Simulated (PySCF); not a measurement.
# TDDFT excited states: C3H8S2Si

C₃H₈S₂Si.
SMILES: `CS/C=C\S[SiH3]`

The calculation used PySCF 2.14.0, density-fitted response routines, TDDFT PBE0/def2-SVPD, vertical, gas phase, core orbitals frozen in the response. Geometry: GFN2-xTB, one conformer, isolated molecule. Torsions of this conformer, `[CH3:1][S:2]/[CH:3]=[CH:4]\[S:5][SiH3:6]`: C1–S2–C3–C4 155°, C3–C4–S5–Si6 -35°.

```tsv
state	E (eV)	E (kJ/mol)	λ (nm)	f	main configurations (H = HOMO, L = LUMO)
S1	4.59	443	270.0	0.038	H→L (48%), H→L+1 (46%)
S2	4.82	465	257.3	0.107	H→L+1 (50%), H→L (46%)
S3	5.22	504	237.6	0.011	H→L+2 (96%)
S4	5.61	541	221.0	0.015	H→L+3 (94%)
S5	5.73	553	216.4	0.0036	H→L+4 (81%)
S6	5.86	565	211.7	0.020	H-1→L (91%)
```

Triplets, Tamm–Dancoff:

| state | E (eV) | λ (nm) | main configurations (H = HOMO, L = LUMO) |
| --- | --- | --- | --- |
| T1 | 3.42 | 362.7 | H→L (90%) |
| T2 | 4.42 | 280.6 | H→L+1 (86%) |

The lowest singlet comes at 270 nm (443 kJ/mol) in the ultraviolet; it is of moderate strength; its leading configuration is HOMO→LUMO (48%). The strongest level in the table is S2 at 4.82 eV (257 nm, f = 0.107). Löwdin shares by element: HOMO sulfur 56%, carbon 31% or more; LUMO carbon 51% or more, sulfur 23% (atoms not listed hold the other 26%). Orbital energies (eV): HOMO-3 -8.97, HOMO-2 -8.58, HOMO-1 -7.46, HOMO -6.01, LUMO -0.40, LUMO+1 -0.07, LUMO+2 0.34. The oscillator strengths of these states sum to 0.194; summed over the whole spectrum of an exact calculation they would give the number of electrons, 72 (Thomas–Reiche–Kuhn). The listed states span 1.26 eV. Singlets were solved by full linear response, triplets in the Tamm–Dancoff approximation.
